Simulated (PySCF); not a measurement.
## Correlation energy of Sb (antimony, neutral)

[Kr] 4d10 5s2 5p3, high-spin 4S determinant. Computed with PySCF 2.14 in x2c-TZVPall, with scalar relativity by spin-free X2C-1e. Frozen: [Kr] 4d10; 5 electrons correlated.

MP2 pair energies summed by pair of shells (mhartree):

```
 pair  energy  share (%)
5s-5p  -38.18       65.0
5p-5p  -12.64       21.5
5s-5s   -7.91       13.5
```

Total MP2 correlation energy: -58.73 mhartree.

Same-spin part -15.75 and opposite-spin part -42.98 mhartree; SCS-MP2 scales them by 1/3 and 6/5 to -56.83 mhartree.
